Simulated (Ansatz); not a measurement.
Question: Name a neutral molecule of C, F, Ge, O and H with LUMO energy (PBE0/def2-TZVPP) between 0.25 and 0.55 eV and LUMO energy (ωB97M-V/def2-TZVPP) between 1.70 and 2.00 eV (Ansatz, PBE0-D4/def2-TZVP geometry).

Answer: `[OH][GeH]([OH])[CH2]F` (0.28 eV, 1.89 eV); `O[C](F)(F)[GeH3]` (0.26 eV, 1.84 eV). Other molecules can fit too; these were computed, each in one conformer that needn't be the lowest.
